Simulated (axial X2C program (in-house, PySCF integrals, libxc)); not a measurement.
## Nuclear properties of HfC⁺

Calculated with an in-house all-electron X2C program for linear molecules (integrals from PySCF): two-component X2C with atomic mean-field Coulomb and Gaunt terms, Gaussian nuclei, basis Hf dyall-cv3z, C dyall-v3z with contracted cores.

R = 1.878 Å (near the PBE0 minimum at charge 1 of the determinant lowest at the starting distance; the state shown can have its own minimum elsewhere).

Input and command:
```json
{"zs": [72, 6], "q": 1, "bas": ["dyall-cv3z", "dyall-v3z"], "r0": 1.95, "levels": ["PBE0", "HF", "BP86", "PBE", "PBE50"], "nst": 3}
```
```bash
python soeom.py task.json out
```

Keys: zs atomic numbers; q charge; bas basis sets; r0 starting distance in Å; levels methods; nst determinants followed.

Determinant lowest in the PBE0 search, Ω = 1/2 (⟨Sz⟩ = 0.55, ⟨Lz⟩ = -0.05 at PBE0), spin on the atoms Hf 0.06, C 0.48:

| level | Eeff magnitude (GV/cm) | Ws magnitude Hf (kHz) | A∥/gI Hf (MHz) | qzz Hf (a.u.) | A∥/gI C (MHz) | qzz C (a.u.) |
| --- | --- | --- | --- | --- | --- | --- |
| PBE0 | 0.0469 | 1.16 | 4190 | -6.18 | 310 | 0.13 |
| BP86 | 0.226 | 0.0379 | 4510 | -7.05 | 325 | 0.24 |
| PBE | 1.73 | 2.71 | 5020 | -6.89 | 323 | 0.24 |
| PBE50 | 4.36 | 5.67 | 4820 | -5.63 | 298 | 0.01 |

Eeff is the effective electric field on the electron electric dipole moment in this Ω state and Ws the scalar–pseudoscalar constant of the nucleus named (defined with the proton number Z and per Ω); A∥ (defined per Ω) follows by multiplying with gI = μI/(I μN); qzz is the electric field gradient, eQq0 = 234.96 MHz × Q/barn × qzz. The operators were transformed with the bare-nucleus X2C matrices; with these basis sets, hyperfine constants and field gradients can be off by tens of per cent, and where levels differ in sign neither size nor sign is settled.

Problem. With gI(177Hf) = 0.2267, Q(177Hf) = 3.365 barn, gI(13C) = 1.4048 (g factors from the IAEA table of nuclear moments by Stone; Q from Pyykkö, Mol. Phys. 2018), turn the PBE0 values of the first state into constants in MHz.

Solution. A∥(177Hf) = 4190 × 0.2267 = 950 MHz; eQq0(177Hf) = 234.96 × (3.365) × (-6.18) = -4890 MHz; A∥(13C) = 310 × 1.4048 = 435 MHz.

Each state is one determinant with collinear spin. Where Eeff spreads by more than a factor of two the levels disagree and none is to be relied on. Left out as unconverged or as another state under the same occupation: HF in at least one table. At PBE50 a later determinant lies lower. States lie within half an eV, so the first need not be the ground state. The sign of Ws at Hf differs between levels in the first state. Further determinants of the search, some of them spin-mixed, are not shown. Where a field gradient or hyperfine factor spreads by more than a factor of two over the levels, a constant derived from it is not to be relied on.
